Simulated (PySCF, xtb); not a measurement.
C4H9O, SMILES C1CC[OH+]C1, charge +1. One conformer was computed; it need not be the lowest.

Harmonic wavenumbers (cm⁻¹) from GFN2-xTB in xtb at its own minimum, in rising order: 45, 268, 582, 627, 817, 836, 866, 872, 930, 957, 990, 1025, 1054, 1097, 1152, 1164, 1194, 1198, 1217, 1278, 1289, 1291, 1306, 1438, 1447, 1474, 1494, 3006, 3012, 3017, 3034, 3039, 3045, 3054, 3064, 3262.

Problem. What does PBE-D3(BJ)/def2-SVP run with PySCF give at its own minimum? (The exact figures need the calculation; the answer reports its results.)

Solution. 135, 269, 491, 539, 661, 718, 762, 818, 872, 907, 916, 959, 1027, 1081, 1141, 1153, 1185, 1214, 1263, 1269, 1314, 1330, 1345, 1405, 1410, 1428, 1441, 3014, 3020, 3030, 3045, 3081, 3086, 3124, 3127, 3613. Paired by order, the mean absolute difference is 55 cm⁻¹ and the zero-point energies are 79.3 and 78.9 kcal/mol.
